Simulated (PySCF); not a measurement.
Dipole response of Ga (gallium, neutral)

[Ar] 3d10 4s1 4p2, high-spin 4P determinant (an excited configuration). Computed with PySCF 2.14 in dyall-av2z (16s12p8d, 92 functions), with the non-relativistic Hamiltonian (point nucleus). Coupled (time-dependent) response in atomic units; α is the mean over directions. A double-zeta set is small for polarisabilities.

```tsv
method	mean α (bohr³)	α xx, yy, zz	C₆ (like pair)	S(−4)
HSE06	57.36	44.24, 63.92, 63.92	512.8	1615
B97-3	58.83	46.29, 65.10, 65.10	533.5	1695
```

S(−4) is the Cauchy moment in α(ω) = α(0) + S(−4) ω² + …

Spin-orbit coupling is absent.

α(iu) at HSE06:

```json
{"u (hartree)": "0", "α(iu) (bohr³)": "57.36"}
{"u (hartree)": "0.0500", "α(iu) (bohr³)": "53.66"}
{"u (hartree)": "0.100", "α(iu) (bohr³)": "45.43"}
{"u (hartree)": "0.200", "α(iu) (bohr³)": "29.40"}
{"u (hartree)": "0.300", "α(iu) (bohr³)": "19.21"}
{"u (hartree)": "0.500", "α(iu) (bohr³)": "9.588"}
{"u (hartree)": "0.750", "α(iu) (bohr³)": "5.055"}
{"u (hartree)": "1.00", "α(iu) (bohr³)": "3.112"}
{"u (hartree)": "1.50", "α(iu) (bohr³)": "1.528"}
{"u (hartree)": "2.00", "α(iu) (bohr³)": "0.9154"}
{"u (hartree)": "3.00", "α(iu) (bohr³)": "0.4465"}
{"u (hartree)": "5.00", "α(iu) (bohr³)": "0.1855"}
```

The components differ because the open shell of this determinant is not spherical; for a pure term their mean is the scalar polarisability.
